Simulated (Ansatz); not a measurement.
`[CH3][Al]([OH])[SiH2]O` + `C=CS[SiH3]` → `C=CS[SiH2]C` + `[OH][AlH][SiH2]O`  (formal exchange of groups at a C–Al bond)

Calculated with Ansatz (gas phase, PBE0-D4/def2-TZVP geometries, no zero-point term in ΔE). CBS: MP2 limit from def2 TZ/QZ plus the TZ coupled-cluster correction, frozen cores. Functionals use def2-TZVPP. B3LYP here is the variant with VWN-RPA as its local correlation; programs differ in this. One conformer a species, not always the lowest.

```
             level  ΔE (kcal/mol)  difference from CCSD(T)/CBS
            PBE-D4            0.5                          0.3
           PBE0-D4            0.1                         -0.1
          B3LYP-D4            0.3                          0.1
           ωB97M-V            0.2                          0.0
            B2PLYP            0.5                          0.3
               PBE            0.8                          0.6
            r2SCAN            0.5                          0.3
              PBE0            0.4                          0.2
     HF/def2-TZVPP           -0.5                         -0.7
    MP2/def2-TZVPP            0.1                         -0.1
   CCSD/def2-TZVPP            0.2                          0.0
CCSD(T)/def2-TZVPP            0.3                          0.1
     HF/def2-QZVPP           -0.5                         -0.7
    MP2/def2-QZVPP            0.0                         -0.2
     MP2/CBS(def2)           -0.1                         -0.3
    CCSD/CBS(def2)            0.1                         -0.1
       CCSD(T)/CBS            0.2                            0
```

Largest T1 diagnostic among the species: 0.013.
